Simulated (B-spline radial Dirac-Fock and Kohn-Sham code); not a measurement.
**Relativistic shifts of the levels of Ru³⁵⁺**

System: the Ru³⁵⁺ ion, configuration [He] 2s2 2p5.

Both columns are ΔSCF binding energies of the configuration average from a B-spline atomic structure program: non-relativistic Hartree-Fock with a point nucleus, and Dirac-Fock with a finite nucleus and the Coulomb interaction alone, averaged over the two j levels with weights 2j+1.

```
shell  Hartree-Fock (eV)  Dirac-Fock (eV)  shift (eV)  shift (%)
   1s            23838.2          24467.4     +629.17      +2.64
   2s             5121.0           5290.6     +169.61      +3.31
   2p             4929.3           4989.9      +60.54      +1.23
```

Relativity binds 1s, 2s, 2p more strongly, among those listed most of all 2s in relative terms.

Values without a named source are computed, but for edge energies of neutral atoms, which are taken from tables.
